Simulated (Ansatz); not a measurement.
Start from `OC[SiH](F)S` and change one atom or group to get `F[SiH](S)S`.

Ansatz, PBE0-D4/def2-TZVP geometries, multiplicity 1. Each molecule was computed in one conformer, which needn't be the lowest.

```json
{"property": "HOMO–LUMO gap (B3LYP/def2-TZVPP) / eV", "`OC[SiH](F)S`": "7.23"}
{"property": "LUMO energy (PBE/def2-TZVPP) / eV", "`OC[SiH](F)S`": "-0.84"}
{"property": "LUMO energy (B3LYP/def2-TZVPP) / eV", "`OC[SiH](F)S`": "-0.21"}
{"property": "HOMO energy (PBE0/def2-TZVPP) / eV", "`OC[SiH](F)S`": "-7.69"}
{"property": "size of the dipole moment (B3LYP/def2-TZVPP) / D", "`OC[SiH](F)S`": "1.49"}
{"property": "HOMO energy (ωB97M-V/def2-TZVPP) / eV", "`OC[SiH](F)S`": "-9.93"}
```

Q: Give the same properties after the change, and the shifts. (Estimate.)

A: Ansatz gave: 
```tsv
property	`F[SiH](S)S`	shift
HOMO–LUMO gap (B3LYP/def2-TZVPP) / eV	7.17	-0.06
LUMO energy (PBE/def2-TZVPP) / eV	-1.14	-0.30
LUMO energy (B3LYP/def2-TZVPP) / eV	-0.49	-0.28
HOMO energy (PBE0/def2-TZVPP) / eV	-7.93	-0.24
size of the dipole moment (B3LYP/def2-TZVPP) / D	1.30	-0.19
HOMO energy (ωB97M-V/def2-TZVPP) / eV	-10.11	-0.18
```

With PBE0 the HOMO falls by 0.24 eV and the LUMO falls by 0.29 eV, so the gap narrows by about 0.05 eV. PBE moves the HOMO by -0.37 eV and ωB97M-V by -0.18 eV. Dipoles are sizes alone; their direction can turn.

B3LYP here is the variant with VWN-RPA as its local correlation; programs differ in this.
